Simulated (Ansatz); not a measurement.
C3H10BN can be A, `BN(C)CC`, or B, `BCC(C)N`.

Program: Ansatz. Geometries: PBE0-D4/def2-TZVP. ΔE: electronic, gas phase. CCSD(T)/CBS is the MP2 limit (def2-TZVPP, def2-QZVPP) plus CCSD(T) − MP2 in def2-TZVPP, frozen cores. Functionals use def2-TZVPP. B3LYP here is the variant with VWN-RPA as its local correlation; programs differ in this. One conformer a species, not always the lowest.

(1) Which isomer does CCSD(T)/CBS put lower? Give the gap. (An estimate is asked.)

(2) Give E(B) − E(A) in kJ/mol with B3LYP, HF/def2-TZVPP, CCSD(T)/def2-TZVPP, PBE-D4, CCSD/def2-TZVPP, MP2/def2-TZVPP, ωB97M-V. (An estimate is asked.)

Largest T1 diagnostic: 0.012.

Results:

(1) Computed: A, by 118.3 kJ/mol.

(2) Ansatz gave: B3LYP 124.8, HF/def2-TZVPP 111.3, CCSD(T)/def2-TZVPP 121.0, PBE-D4 123.9, CCSD/def2-TZVPP 118.5, MP2/def2-TZVPP 121.0, ωB97M-V 117.8. None reverses the order clearly.

From PBE to PBE0 (25 % exact exchange), in def2-TZVPP and without D4, E(B) − E(A) moves by −4.0 kJ/mol. In def2-TZVPP, CCSD(T) changes the Hartree–Fock value by +9.8 kJ/mol (the triples alone add +2.6 kJ/mol) and MP2 by +9.7 kJ/mol.
